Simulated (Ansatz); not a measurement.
Consider the cleavage of the Si–Ge bond: `N[SiH2][GeH2][SH]` + `OBF` → `N[SiH2]OBF` + `[SH][GeH3]`.

Gas-phase electronic energies from Ansatz, PBE0-D4/def2-TZVP geometries. CCSD(T)/CBS adds triple-zeta CCSD(T) − MP2 to the extrapolated MP2 energy (def2 sets, frozen cores). This one scheme is used for every species. Functionals use def2-TZVPP. For Ge outer-core shells are correlated without core-valence functions, which leaves a few kJ/mol of doubt a bond. Scalar relativity is left out up to krypton. One conformer a species, not always the lowest.

```
             level  ΔE (kJ/mol)
            PBE-D4        -72.0
           ωB97M-V        -96.4
               PBE        -74.6
              PBE0        -82.1
    MP2/def2-TZVPP        -97.3
SCS-MP2/def2-TZVPP       -102.3
      HF/CBS(def2)       -124.1
     MP2/CBS(def2)        -95.8
```

**Question.** What does CCSD(T)/CBS give? (Estimate.)

**Answer.** Ansatz gave: -93.4 kJ/mol. The listed levels differ from it by 21.4, -3.0, 18.8, 11.3, -3.9, -8.9, -30.7, -2.4 kJ/mol.

Largest T1 diagnostic among the species: 0.013.

From PBE to PBE0 (25 % exact exchange), in def2-TZVPP and without D4, ΔE moves by −7.5 kJ/mol. The D4 term adds +4.3 kJ/mol with B3LYP and +2.6 kJ/mol with PBE0; it sums over pairs of atoms, weighted by their polarisabilities, and B3LYP, whose exchange is more repulsive, gets the larger term. In def2-TZVPP, CCSD(T) changes the Hartree–Fock value by +26.0 kJ/mol (the triples alone add +3.3 kJ/mol) and MP2 by +23.7 kJ/mol.

B3LYP here is the variant with VWN-RPA as its local correlation; programs differ in this.
